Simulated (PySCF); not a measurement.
These are PBE-D3(BJ)/def2-TZVP // B3LYP-D3(BJ)/def2-TZVP in PySCF 2.14.0 values and carry that method's errors. Isolated molecules, 0 K electronic values unless said otherwise. One relaxed conformer stands for a flexible species; it need not be the lowest. Excitations are Tamm–Dancoff values on a coarser integration grid. The basis has no diffuse functions, so Rydberg states are missing or too high.

Reference species (SMILES): `[OH][Al]([I])[I]` (H–O–Al–I torsion 180°) (neutral, multiplicity 1).

The LUMO is -2.27 eV, the T1 excitation (TDA) comes out as 4.25 eV and the HOMO is -6.66 eV. The S1–T1 gap (TDA) comes out as 0.27 eV.

Changed species: `[Al]([OH])([OH])[OH]` (0 of 3 OH replaced by I; the reference has 2 of 3 OH replaced by I).

Q: Predict the effect on the LUMO, T1 excitation (TDA), HOMO and S1–T1 gap (TDA).

A: the LUMO increases by 0.96 eV, to -1.31 eV; the T1 excitation (TDA) increases by 1.55 eV, to 5.80 eV; the HOMO decreases by 0.62 eV, to -7.28 eV; the S1–T1 gap (TDA) drops by 0.03 eV, to 0.24 eV.
